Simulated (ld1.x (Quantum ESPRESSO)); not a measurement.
Values are calculated unless marked as measured or tabulated.
## Pseudopotentials across the periodic table

Generated with ld1.x 7.5 (TM, RRKJ, ultrasoft, PAW), atompaw 4.2 or ONCVPSP 4.0.1. The cutoff is in Ry: for ld1.x and atompaw files where the sum of valence levels is converged to 10 mRy in a Bessel basis, for ONCV files where the hardest occupied wave has 1 mHa per electron of residual kinetic energy. The error is the largest all-electron minus pseudo excitation energy over each file’s own four to seven test configurations (ionisations up to +4, promotions, holes and added fractions of an electron), all of which were solved. The labels leave out finer settings (local radius, basis sizes, second energies), which also bear on the numbers. Spin-polarised tests are not counted. The rows are a selection from randomly drawn settings: files with unsolved tests, undetermined cutoffs or missed reference levels are left out.

A true bound ghost makes a file unfit for plane-wave use even where its test errors are small: the radial tests pick states by their node count and pass the ghost by.

| element | potential | cutoff (Ry) | largest error (meV) | bound ghosts |
| --- | --- | --- | --- | --- |
| B | PAW, PBE, scalar-relativistic, rc 1.35/3.15/3.45 (spd), local smoothed, core correction yes, reference 2s2 2p1 | 12 | -4.6 | none |
| Ge | TM, LDA (PZ), scalar-relativistic, rc 1.70/1.95/1.00 (spd), local d, core correction no, reference 3d10 4s1.5 4p2.5 | 260 | -417 | s, p |
| As | PAW, PBEsol, scalar-relativistic, rc 1.65/2.25/0.80 (spd), local smoothed, core correction yes, reference 3d10 4s2 4p2.5 | 260 | -327 | s, p |
| Sm | TM, PBE, scalar-relativistic, rc 2.50/4.10/2.95 (spd), local s, core correction yes, reference 5d1 6s2 6p0 | 15 | -67 | none |

Task: Fill in the row for As: TM, PBE, scalar-relativistic, rc 1.55/2.10/2.20 (spd), local s, core correction no, reference 4s2 4p2.

Result: cutoff 35 Ry, largest error +28 meV, bound ghosts: none.

Task: Fill in the row for K: TM, PBEsol, scalar-relativistic, rc 4.20/1.65/3.40 (spd), local s, core correction yes, reference 3p6 4s1 4p0.

Result: cutoff 25 Ry, largest error -256 meV, bound ghosts: none.
